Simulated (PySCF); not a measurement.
ClH5N2Si, SMILES N[SiH](N)Cl. Atoms are numbered in the order given.

```xyz
9

Si    -0.2309    -0.0890     0.5046
N     -1.4052    -1.0046    -0.3400
N      0.8980    -1.1853     1.1721
Cl     0.4960     1.2307    -0.9435
H     -0.6555     0.7887     1.6298
H     -1.9331    -0.5945    -1.1003
H     -1.9036    -1.7568     0.1205
H      1.3241    -1.8944     0.5853
H      1.5191    -0.8893     1.9162
```

Geometry: PBE0-D3(BJ)/def2-SVP. One conformer was computed; it need not be the lowest.

The numbers are results of B3LYP/pcSseg-1 (PySCF), not measurements.

GIAO shieldings, no solvent; atoms listed in one row are averaged. δ = σ(ref) − σ: ²⁹Si against TMS (σ = 338.7 ppm); ¹⁵N against NH3 (σ = 265.5 ppm); ³⁵Cl against HCl (σ = 933.3 ppm); ¹H against TMS (σ = 31.68 ppm), references at their B3LYP-D3(BJ)/def2-TZVP geometries, non-relativistic (without spin–orbit terms, shifts of atoms bonded to Cl or Br come out too high).

| nucleus | atoms | count | δ (ppm) |
|---|---|---|---|
| ²⁹Si | Si1 | 1 | -26.3 |
| ¹⁵N | N3 | 1 | 43.7 |
| ¹⁵N | N2 | 1 | 32.9 |
| ³⁵Cl | Cl4 | 1 | 72.2 |
| ¹H | H5 | 1 | 5.52 |
| ¹H | H8 | 1 | 1.28 |
| ¹H | H9 | 1 | 1.22 |
| ¹H | H7 | 1 | 0.91 |
| ¹H | H6 | 1 | 0.88 |
